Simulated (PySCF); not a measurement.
Br2Sn, charge -1, doublet, at a GFN2-xTB geometry (such geometries of metal compounds can be far from the true shape) (a state made from the parent by changing its charge; the spin is typed, not shown lowest) (core potentials on Sn) (in this run its highest filled SCF level lies above zero, so its values depend strongly on the basis, on diffuse functions most of all); PySCF with PBE/def2-SV(P).

Input for PySCF:
```python
from pyscf import gto, scf, dft

mol = gto.Mole()
mol.atom = '''
    Sn   -0.022441   -0.002041    0.974744
    Br    1.102044    1.796524   -0.667484
    Br   -1.069985   -1.793608   -0.725007
'''
mol.basis = 'def2-sv(p)'
mol.ecp = {'Sn': 'def2-sv(p)'}
mol.charge = -1
mol.spin = 1
mol.verbose = 4
mol.build()

mf = dft.UKS(mol)
mf.xc = 'pbe'
mf.kernel()
```

It wrote (shortened):

```
PySCF version 2.14.0

[INPUT] verbose = 4
[INPUT] num. atoms = 3
[INPUT] num. electrons = 93
[INPUT] charge = -1
[INPUT] spin (= nelec alpha-beta = 2S) = 1
[INPUT] symmetry False subgroup None
[INPUT] Mole.unit = angstrom
[INPUT] Symbol           X                Y                Z      unit          X                Y                Z       unit  Magmom
[INPUT]  1 Sn    -0.022441000000  -0.002041000000   0.974744000000 AA   -0.042407343961  -0.003856931020   1.841999201563 Bohr   0.0
[INPUT]  2 Br     1.102044000000   1.796524000000  -0.667484000000 AA    2.082561337220   3.394938336208  -1.261361952529 Bohr   0.0
[INPUT]  3 Br    -1.069985000000  -1.793608000000  -0.725007000000 AA   -2.021978607393  -3.389427894829  -1.370064668393 Bohr   0.0

nuclear repulsion = 458.261899421051
number of shells = 34
number of NR pGTOs = 209
number of NR cGTOs = 90
basis = def2-sv(p)
ecp = {'Sn': 'def2-sv(p)'}

******** <class 'pyscf.dft.uks.UKS'> ********
method = UKS
initial guess = minao
damping factor = 0
level_shift factor = 0
DIIS = <class 'pyscf.scf.diis.CDIIS'>
diis_start_cycle = 1
diis_space = 8
diis_damp = 0
SCF conv_tol = 1e-09
SCF conv_tol_grad = None
SCF max_cycles = 50
direct_scf = True
direct_scf_tol = 1e-13
number electrons alpha = 47  beta = 46
XC library pyscf.dft.libxc version 7.1.2
    S. Lehtola, C. Steigemann, M. J. T. Oliveira, and M. A. L. Marques,  SoftwareX 7, 1–5 (2018)
XC functionals = pbe
    J. P. Perdew, K. Burke, and M. Ernzerhof,  Phys. Rev. Lett. 77, 3865 (1996)
    J. P. Perdew, K. Burke, and M. Ernzerhof,  Phys. Rev. Lett. 78, 1396 (1997)
    J. P. Perdew, K. Burke, and M. Ernzerhof,  Phys. Rev. Lett. 77, 3865 (1996)
    J. P. Perdew, K. Burke, and M. Ernzerhof,  Phys. Rev. Lett. 78, 1396 (1997)
radial grids:
    Treutler-Ahlrichs [JCP 102, 346 (1995); DOI:10.1063/1.469408] (M4) radial grids

becke partition: Becke, JCP 88, 2547 (1988); DOI:10.1063/1.454033
pruning grids: <function nwchem_prune>
grids dens level: 3
symmetrized grids: False
atomic radii adjust function: <function treutler_atomic_radii_adjust>
small_rho_cutoff = 0
Set gradient conv threshold to 3.16228e-05
tot grids = 62808
init E= -5336.79344414119

cycle= 1 E= -5357.55006902581  delta_E= -20.8  |g|= 2.41  |ddm|=  5.6

cycle= 2 E= -5297.15177176144  delta_E= 60.4  |g|= 6.24  |ddm|= 15.7
cycle= 3 E= -5361.26020269327  delta_E= -64.1  |g|= 0.59  |ddm|= 15.2
cycle= 4 E= -5360.56902651032  delta_E= 0.691  |g|= 0.993  |ddm|= 1.51
cycle= 5 E= -5361.3284553876  delta_E= -0.759  |g|= 0.259  |ddm|=  1.1
cycle= 6 E= -5361.37194538916  delta_E= -0.0435  |g|= 0.131  |ddm|= 0.475
cycle= 7 E= -5361.38098552504  delta_E= -0.00904  |g|= 0.0187  |ddm|= 0.216
cycle= 8 E= -5361.38121614865  delta_E= -0.000231  |g|= 0.00726  |ddm|= 0.0424
cycle= 9 E= -5361.38124791686  delta_E= -3.18e-05  |g|= 0.00189  |ddm|= 0.0132
cycle= 10 E= -5361.38125019441  delta_E= -2.28e-06  |g|= 0.000555  |ddm|= 0.00376
cycle= 11 E= -5361.38125039344  delta_E= -1.99e-07  |g|= 5.1e-05  |ddm|= 0.00091
cycle= 12 E= -5361.38125039504  delta_E= -1.59e-09  |g|= 1.82e-05  |ddm|= 0.000113
cycle= 13 E= -5361.38125039526  delta_E= -2.24e-10  |g|= 2.65e-06  |ddm|= 3.65e-05
Extra cycle  E= -5361.38125039526  delta_E= 9.09e-13  |g|= 3.26e-06  |ddm|= 1.17e-05
converged SCF energy = -5361.38125039526  <S^2> = 0.75218744  2S+1 = 2.0021862
```
